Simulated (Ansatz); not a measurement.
Re2O2⁺, relaxed as a doublet with UKS PBE0-D4/def2-TZVP in Ansatz, starting from the GFN2-xTB geometry. Force threshold 0.02 eV/Å.

In the def2 sets Re takes a core potential; there is no spin–orbit coupling. The charge 1 doublet is spin-contaminated (final ⟨S²⟩ up to 0.93, 0.75 for a pure state). The relaxation made no stability test and no search for a lower SCF solution. The structure comes from a short search, and lower isomers may exist.

Start:

```
atom   x (Å)   y (Å)   z (Å)
 Re1   1.064  -0.172   0.746
 Re2  -0.152   0.579  -1.168
  O3  -1.063  -0.729  -1.615
  O4   0.152   0.322   2.037
```

```
step  energy (eV)  largest force component (eV/Å)  SCF passes
   1   -8342.1967                           1.325          91
   2   -8342.3471                           1.016          60
   3   -8342.3616                           2.045          64
   4   -8342.4138                           0.471          59
   5   -8342.4360                           0.235          58
   6   -8342.4366                           0.395          67
   7   -8342.4445                           0.125          54
   8   -8342.4456                           0.036          47
   9   -8342.4457                           0.043          49
  10   -8342.4458                           0.017          48
```

Force components are those of the run's own axes.

End:

Cartesian coordinates in Å:
```
Re 0.841 -0.333 0.727
Re -0.290 0.565 -0.984
O -0.893 -0.736 -1.813
O 0.342 0.504 2.069
```

By distances, no bond broke or formed. The bond that changes most is Re1–Re2, from 2.39 to 2.24 Å (atoms count from 1).

No frequencies were taken in this run, so the end may be a saddle point.

Hardware: 4 threads of Arm Neoverse V2 on a shared host. Wall time 27 s.
